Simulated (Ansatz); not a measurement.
A nudged elastic band was laid between two geometries of CH₃SbSi (6 atoms, charge 0, multiplicity 1).

Theory: RKS B3LYP-D4/def2-SVP (Ansatz).

```json
{
  "movable images": "5",
  "climbing image": "yes",
  "spring": "5.0 eV/Å²",
  "optimiser": "quadratic models (default)",
  "start path": "IDPP",
  "force threshold": "0.03 eV/Å",
  "iteration limit": "60",
  "end points": "relaxed"
}
```

Image 0:

```xyz
6
Properties=species:S:1:pos:R:3
C -0.508 -0.979 -0.172
Si 0.287 -0.806 -1.675
Sb -0.334 1.019 0.710
H -1.071 -1.691 0.435
H 0.402 1.610 -0.757
H 1.225 0.846 1.458
```

Image 6:

```xyz
6
Properties=species:S:1:pos:R:3
C -0.748 -0.814 -0.147
Si -1.074 0.123 -1.538
Sb 1.160 -0.001 0.558
H -1.128 -1.652 0.441
H 1.238 1.038 -0.843
H 0.552 1.306 1.529
```

What changes between the two ends?

No bond is made or broken. The height of Sb3 over the plane of its neighbours goes from -1.01 to 1.01 Å. The two ends are copies of one structure, up to a mirror image or an exchange of like atoms.

What energy profile does the band end with?

The forces met the threshold. The highest image is number 3 of 0 to 6, 56.0 kcal/mol above the ends, which have the same energy within 2 meV. Neighbouring images differ by up to 2.1 eV, so the band resolves the path poorly. A vibrational analysis at the climbing image gives 2 clearly imaginary modes (1065i, 74i cm⁻¹): a point of higher order, so a lower path passes nearby.

| image | path coordinate (Å) | energy (kcal/mol) | height of Sb3 over the plane of its neighbours (Å) |
| --- | --- | --- | --- |
| 0 | 0.00 | 0.0 | -1.01 |
| 1 | 0.78 | 3.0 | -0.98 |
| 2 | 1.55 | 9.4 | -0.82 |
| 3 | 2.33 | 56.0 | 0.01 |
| 4 | 3.20 | 7.4 | 0.90 |
| 5 | 4.08 | 3.4 | 0.99 |
| 6 | 4.95 | 0.0 | 1.01 |

What is the geometry of the highest image?


```xyz
6
Properties=species:S:1:pos:R:3
C -0.747 -0.623 -0.399
Si -1.347 -1.073 -1.964
Sb 0.731 0.588 0.415
H -1.310 -1.081 0.435
H 1.610 1.636 -0.530
H 1.063 0.553 2.044
```

The band took 16 iterations and roughly 2.3 core-minutes.

Run time: 2.3 min on 1 thread of Intel(R) Xeon(R) 6975P-C (Granite Rapids), on a shared host, peak memory 0.24 GiB.
